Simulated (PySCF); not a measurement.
Molfile (atoms numbered from 1):
```
C6H12FGeN
     RDKit          3D

 21 21  0  0  0  0  0  0  0  0999 V2000
    4.0830    1.2228    0.2685 C   0  0  0  0  0  0  0  0  0  0  0  0
    3.0433    0.6088    0.8337 C   0  0  0  0  0  0  0  0  0  0  0  0
    2.1289   -0.3445    0.1264 C   0  0  0  0  0  0  0  0  0  0  0  0
    0.7488    0.0840    0.2131 N   0  0  0  0  0  0  0  0  0  0  0  0
   -0.6668   -1.0353    0.2879 Ge  0  0  2  0  0  4  0  0  0  0  0  0
   -0.9698   -1.7713   -1.2864 F   0  0  0  0  0  0  0  0  0  0  0  0
   -2.2835   -0.0537    0.6133 C   0  0  0  0  0  0  0  0  0  0  0  0
   -3.5912   -0.5870    0.0840 C   0  0  0  0  0  0  0  0  0  0  0  0
   -2.9735    0.6096   -0.5567 C   0  0  0  0  0  0  0  0  0  0  0  0
    4.7196    1.9130    0.8283 H   0  0  0  0  0  0  0  0  0  0  0  0
    4.3403    1.0506   -0.7822 H   0  0  0  0  0  0  0  0  0  0  0  0
    2.7923    0.8055    1.8835 H   0  0  0  0  0  0  0  0  0  0  0  0
    2.4766   -0.4819   -0.9163 H   0  0  0  0  0  0  0  0  0  0  0  0
    2.2065   -1.3373    0.6064 H   0  0  0  0  0  0  0  0  0  0  0  0
    0.5828    0.9966   -0.1995 H   0  0  0  0  0  0  0  0  0  0  0  0
   -0.3048   -2.2102    1.2062 H   0  0  0  0  0  0  0  0  0  0  0  0
   -2.3258    0.4823    1.5669 H   0  0  0  0  0  0  0  0  0  0  0  0
   -4.4807   -0.4483    0.7042 H   0  0  0  0  0  0  0  0  0  0  0  0
   -3.5718   -1.5239   -0.4800 H   0  0  0  0  0  0  0  0  0  0  0  0
   -3.4274    1.5891   -0.3838 H   0  0  0  0  0  0  0  0  0  0  0  0
   -2.5412    0.4792   -1.5529 H   0  0  0  0  0  0  0  0  0  0  0  0
  1  2  2  0
  2  3  1  0
  3  4  1  0
  4  5  1  0
  5  6  1  0
  5  7  1  0
  7  8  1  0
  8  9  1  0
  9  7  1  0
  1 10  1  0
  1 11  1  0
  2 12  1  0
  3 13  1  0
  3 14  1  0
  4 15  1  0
  5 16  1  1
  7 17  1  0
  8 18  1  0
  8 19  1  0
  9 20  1  0
  9 21  1  0
M  END
```

Geometry: PBE0-D3(BJ)/def2-SVP; GIAO shifts from PySCF, gas phase, non-relativistic, averaged over equivalent atoms.

At wB97X-D/pcSseg-1 (237 basis functions, 54 s wall time on 1 thread of an Arm Neoverse V2, shared host):
```csv
atoms,δ (ppm)
C2,150.7
C1,123.3
C3,51.3
C9,1.7
C8,1.5
C7,-3.6
N4,57.1
Ge5,49.6
F6,-193.7
H12,6.12
H11,5.40
H10,5.25
H16,5.20
H13,3.53
H14,3.42
H15,0.85
H21,0.71
H19,0.66
H18,0.59
H20,0.58
H17,-0.27
```

References, each an isolated molecule treated in the same way: $^{13}$C (σ = 184.54 ppm), $^{1}$H (σ = 31.38 ppm) against TMS; NH3 for $^{15}$N (σ = 263.98 ppm); GeMe4 for $^{73}$Ge (σ = 1329.87 ppm); CFCl3 for $^{19}$F (σ = 187.16 ppm).

Task: What do these become at PBE0/pcSseg-1?

Result: 
| atoms | δ at PBE0/pcSseg-1 | change |
| --- | --- | --- |
| C2 | 150.2 | -0.5 |
| C1 | 122.3 | -1.0 |
| C3 | 52.2 | +0.9 |
| C9 | 1.7 | +0.0 |
| C8 | 1.4 | -0.1 |
| C7 | -2.7 | +0.9 |
| N4 | 61.9 | +4.8 |
| Ge5 | 46.7 | -2.9 |
| F6 | -200.0 | -6.3 |
| H12 | 6.14 | +0.02 |
| H11 | 5.40 | +0.00 |
| H10 | 5.24 | -0.01 |
| H16 | 5.29 | +0.09 |
| H13 | 3.60 | +0.07 |
| H14 | 3.51 | +0.09 |
| H15 | 0.92 | +0.07 |
| H21 | 0.71 | +0.00 |
| H19 | 0.65 | -0.01 |
| H18 | 0.59 | +0.00 |
| H20 | 0.58 | +0.00 |
| H17 | -0.20 | +0.07 |

References, each an isolated molecule treated in the same way: TMS for $^{13}$C (σ = 184.41 ppm) and $^{1}$H (σ = 31.27 ppm); NH3 for $^{15}$N (σ = 265.67 ppm); GeMe4 for $^{73}$Ge (σ = 1330.28 ppm); $^{19}$F (σ = 177.25 ppm) against CFCl3.

The largest change is at F6 (fluorine bonded to Ge). Cost: 237 basis functions, 50 s wall time on 1 thread of an Arm Neoverse V2, shared host. The order of the carbon signals is the same at both levels.

Relativistic effects, spin–orbit coupling among them, are left out; they matter for Ge and for the light atoms bonded to it. Unscaled 19F shifts against computed CFCl3 carry errors that often reach 10 to 50 ppm. Experimental scales use liquid or dissolved standards, which lie at an offset from isolated NH3 (liquid NH3: subtract about 20 ppm).
